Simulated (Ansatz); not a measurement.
The cluster FePt2, relaxed as a singlet with RKS PBE0-D4/def2-TZVP in Ansatz, starting from the GFN1-xTB geometry. Force threshold 0.02 eV/Å.

In the def2 sets Pt takes a core potential; there is no spin–orbit coupling. The restricted singlet is unstable: a solution with broken spin symmetry lies lower. The relaxation made no stability test and no search for a lower SCF solution. At PBE0-D4/def2-TZVP a quintet of charge 0 lies 3.02 eV below the restricted singlet, each at its own geometry. The structure comes from a short search, and lower isomers may exist.

Start:

| atom | x (Å) | y (Å) | z (Å) |
| --- | --- | --- | --- |
| Fe1 | -0.9216 | -0.3218 | -0.8691 |
| Pt2 | 0.8472 | -0.9541 | 0.4386 |
| Pt3 | 0.0743 | 1.2759 | 0.4305 |

Q: Estimate the energy that the relaxation releases and the steps that it takes.

A: 15.2 kJ/mol, in 4 steps; 16 s on 4 threads of Arm Neoverse V1 on a shared host. No frequencies were taken in this run, so the end may be a saddle point.

Q: Does the start keep its bonding and symmetry?

A: By distances, no bond broke or formed. The bond that changes most is Pt2–Pt3, from 2.36 to 2.50 Å (atoms count from 1). The end is the same structure that another start reached. Point group C2v at the start, C2v at the end, both within 0.05 Å.

Q: Predict the relaxed structure.

A: 
```xyz
3

Fe   -0.9151   -0.3199   -0.8631
Pt    0.8674   -1.0235    0.4356
Pt    0.0476    1.3434    0.4275
```
Bond lengths (bridged metal pairs left out): 2 × Fe–Pt 2.32 Å; 1 × Pt–Pt 2.50 Å.
